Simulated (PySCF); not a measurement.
HIMgSe, SMILES [SeH][Mg][I].

Coordinates come from a PBE0-D3(BJ)/def2-SVP optimisation. The def2 effective core potentials stand for the cores of I; spin–orbit coupling is left out. One conformer was computed; it need not be the lowest.

Calculation: CAM-B3LYP/def2-TZVPD run with PySCF.

Symmetry labels are those of the subgroup Cs that the program uses (full group Cs).

Computed valence orbital energies around the gap with their symmetry:
```json
[
 {"orbital": "HOMO−7", "symmetry": "A'", "energy (eV)": "-20.81"},
 {"orbital": "HOMO−6", "symmetry": "A'", "energy (eV)": "-20.59"},
 {"orbital": "HOMO−5", "symmetry": "A'", "energy (eV)": "-12.10"},
 {"orbital": "HOMO−4", "symmetry": "A'", "energy (eV)": "-10.49"},
 {"orbital": "HOMO−3", "symmetry": "A'", "energy (eV)": "-9.33"},
 {"orbital": "HOMO−2", "symmetry": "A\"", "energy (eV)": "-8.94"},
 {"orbital": "HOMO−1", "symmetry": "A'", "energy (eV)": "-8.93"},
 {"orbital": "HOMO", "symmetry": "A\"", "energy (eV)": "-8.36"},
 {"orbital": "LUMO", "symmetry": "A'", "energy (eV)": "-1.04"},
 {"orbital": "LUMO+1", "symmetry": "A'", "energy (eV)": "-0.11"},
 {"orbital": "LUMO+2", "symmetry": "A\"", "energy (eV)": "0.19"},
 {"orbital": "LUMO+3", "symmetry": "A'", "energy (eV)": "0.52"}
]
```
